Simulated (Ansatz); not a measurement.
Input and output for H4O4SW, SMILES `[OH][W]([OH])([OH])([OH])=[S]`.

```yaml
crystal:
  periodic: [false, false, false]
  atoms:
    - {symbol: O, position_ang: [-1.230395, -0.033898, -1.464560]}
    - {symbol: W, position_ang: [-0.174831, 0.291550, 0.058615]}
    - {symbol: O, position_ang: [0.995209, -0.397762, 1.415969]}
    - {symbol: O, position_ang: [-1.441385, -0.602998, 1.146096]}
    - {symbol: O, position_ang: [1.432068, 0.046533, -0.968240]}
    - {symbol: S, position_ang: [-0.378115, 2.383316, 0.353186]}
    - {symbol: H, position_ang: [-1.382552, -0.890472, -1.871629]}
    - {symbol: H, position_ang: [1.929190, -0.327047, 1.196884]}
    - {symbol: H, position_ang: [-1.126422, -1.049966, 1.936807]}
    - {symbol: H, position_ang: [1.460434, 0.529544, -1.800228]}
basis:
  gaussian: {orbitals: def2-TZVPD, point_charges: [{charge: -1.00, position_ang: [5.360, 0.766, -0.996]}]}
magnetization: {spin_polarized: true, initial_magnetization: 2}
hamiltonian: {xc: {name: HF}}
correlation: {active_space: {window: {electrons: 40, orbitals: 30}}}
accuracy: high
output: {forces: true}
```

```sh
$ ansatz run in.yaml --threads 2 --pin off --events-out ev --progress --plain --max-ram 32768MiB --backend cuda --devices 0, --max-vram 18GiB
```

It prints (some lines left out):

```
Error: invalid value for `correlation.active_space`: it starts from restricted Hartree–Fock orbitals; set hamiltonian.xc: hf without magnetization.spin_polarized
```
